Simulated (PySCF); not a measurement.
## Spinor energies of Pb+ (lead, charge +1)

Start: [Xe] 4f14 5d10 6s2 6p1; 6p3/2 filled at m_j = +3/2. Calculated with PySCF 2.14 in x2c-SVPall-2c with one added diffuse shell each of s, p type (8s12p7d2f, 93 functions): generalised Hartree-Fock with the X2C-1e Hamiltonian and a Gaussian nucleus; one run each with spin-orbit coupling (SO) switched off, then screened by Boettger's factors. This is a chosen level, not necessarily the ground level.

```json
{"spinor shell": "1s1/2", "electrons": "2", "ε, spin-free (eV)": "-88510.9", "ε, screened SO (eV)": "-88472.1", "weight of nominal j (screened SO)": "1.000", "rms radius, screened SO (bohr)": "0.0181"}
{"spinor shell": "2s1/2", "electrons": "2", "ε, spin-free (eV)": "-15997.0", "ε, screened SO (eV)": "-15984.8", "weight of nominal j (screened SO)": "1.000", "rms radius, screened SO (bohr)": "0.0730"}
{"spinor shell": "2p1/2", "electrons": "2", "ε, spin-free (eV)": "-13743.5", "ε, screened SO (eV)": "-15328.3", "weight of nominal j (screened SO)": "1.000", "rms radius, screened SO (bohr)": "0.0617"}
{"spinor shell": "2p3/2", "electrons": "4", "ε, spin-free (eV)": "-13743.5", "ε, screened SO (eV)": "-13133.0", "weight of nominal j (screened SO)": "1.000", "rms radius, screened SO (bohr)": "0.0700"}
{"spinor shell": "3s1/2", "electrons": "2", "ε, spin-free (eV)": "-3919.6", "ε, screened SO (eV)": "-3915.6", "weight of nominal j (screened SO)": "1.000", "rms radius, screened SO (bohr)": "0.186"}
{"spinor shell": "3p1/2", "electrons": "2", "ε, spin-free (eV)": "-3263.6", "ε, screened SO (eV)": "-3620.1", "weight of nominal j (screened SO)": "1.000", "rms radius, screened SO (bohr)": "0.178"}
{"spinor shell": "3p3/2", "electrons": "4", "ε, spin-free (eV)": "-3263.6", "ε, screened SO (eV)": "-3123.2", "weight of nominal j (screened SO)": "1.000", "rms radius, screened SO (bohr)": "0.195"}
{"spinor shell": "3d3/2", "electrons": "4", "ε, spin-free (eV)": "-2580.8", "ε, screened SO (eV)": "-2641.5", "weight of nominal j (screened SO)": "1.000", "rms radius, screened SO (bohr)": "0.171"}
{"spinor shell": "3d5/2", "electrons": "6", "ε, spin-free (eV)": "-2580.8", "ε, screened SO (eV)": "-2537.0", "weight of nominal j (screened SO)": "1.000", "rms radius, screened SO (bohr)": "0.175"}
{"spinor shell": "4s1/2", "electrons": "2", "ε, spin-free (eV)": "-933.25", "ε, screened SO (eV)": "-932.15", "weight of nominal j (screened SO)": "1.000", "rms radius, screened SO (bohr)": "0.408"}
{"spinor shell": "4p1/2", "electrons": "2", "ε, spin-free (eV)": "-714.54", "ε, screened SO (eV)": "-802.79", "weight of nominal j (screened SO)": "1.000", "rms radius, screened SO (bohr)": "0.412"}
{"spinor shell": "4p3/2", "electrons": "4", "ε, spin-free (eV)": "-714.54", "ε, screened SO (eV)": "-679.72", "weight of nominal j (screened SO)": "1.000", "rms radius, screened SO (bohr)": "0.446"}
{"spinor shell": "4d3/2", "electrons": "4", "ε, spin-free (eV)": "-455.01", "ε, screened SO (eV)": "-468.22", "weight of nominal j (screened SO)": "1.000", "rms radius, screened SO (bohr)": "0.459"}
{"spinor shell": "4d5/2", "electrons": "6", "ε, spin-free (eV)": "-455.01", "ε, screened SO (eV)": "-445.35", "weight of nominal j (screened SO)": "1.000", "rms radius, screened SO (bohr)": "0.464"}
{"spinor shell": "5s1/2", "electrons": "2", "ε, spin-free (eV)": "-175.13", "ε, screened SO (eV)": "-175.17", "weight of nominal j (screened SO)": "1.000", "rms radius, screened SO (bohr)": "0.916"}
{"spinor shell": "4f5/2", "electrons": "6", "ε, spin-free (eV)": "-167.11", "ε, screened SO (eV)": "-169.49", "weight of nominal j (screened SO)": "1.000", "rms radius, screened SO (bohr)": "0.495"}
{"spinor shell": "4f7/2", "electrons": "8", "ε, spin-free (eV)": "-167.11", "ε, screened SO (eV)": "-164.61", "weight of nominal j (screened SO)": "1.000", "rms radius, screened SO (bohr)": "0.496"}
{"spinor shell": "5p1/2", "electrons": "2", "ε, spin-free (eV)": "-112.03", "ε, screened SO (eV)": "-128.76", "weight of nominal j (screened SO)": "1.000", "rms radius, screened SO (bohr)": "0.983"}
{"spinor shell": "5p3/2", "electrons": "4", "ε, spin-free (eV)": "-112.03", "ε, screened SO (eV)": "-105.87", "weight of nominal j (screened SO)": "1.000", "rms radius, screened SO (bohr)": "1.07"}
{"spinor shell": "5d3/2", "electrons": "4", "ε, spin-free (eV)": "-37.158", "ε, screened SO (eV)": "-38.836", "weight of nominal j (screened SO)": "0.999", "rms radius, screened SO (bohr)": "1.37"}
{"spinor shell": "5d5/2", "electrons": "6", "ε, spin-free (eV)": "-37.158", "ε, screened SO (eV)": "-36.300", "weight of nominal j (screened SO)": "0.999", "rms radius, screened SO (bohr)": "1.40"}
{"spinor shell": "6s1/2", "electrons": "2", "ε, spin-free (eV)": "-22.364", "ε, screened SO (eV)": "-22.516", "weight of nominal j (screened SO)": "1.000", "rms radius, screened SO (bohr)": "2.46"}
{"spinor shell": "6p3/2", "electrons": "1", "ε, spin-free (eV)": "-13.316", "ε, screened SO (eV)": "-12.833", "weight of nominal j (screened SO)": "1.000", "rms radius, screened SO (bohr)": "3.39"}
```

| quantity | spin-free | screened SO |
| --- | --- | --- |
| E (hartree) | -20864.21954 | -20901.88569 |
| M_J | 3/2 | 3/2 |
| ⟨J²⟩ | 3.758 | 3.757 |
| ⟨L²⟩ | 2.005 | 2.194 |
| ⟨S²⟩ | 0.753 | 0.942 |

Each row is a mean over spinors that exchange with the open shell spreads, by up to 1.665 eV (6s1/2).

Breit and QED terms are absent; they matter most for the inner s and p1/2 levels.

Densities and radii are taken from the X2C orbitals without a picture-change correction, which distorts them close to the nucleus.

Without spin-orbit coupling the j labels of p, d and f shells carry no meaning; the spin-free column gives the mean over the occupied spinors of each nl shell.
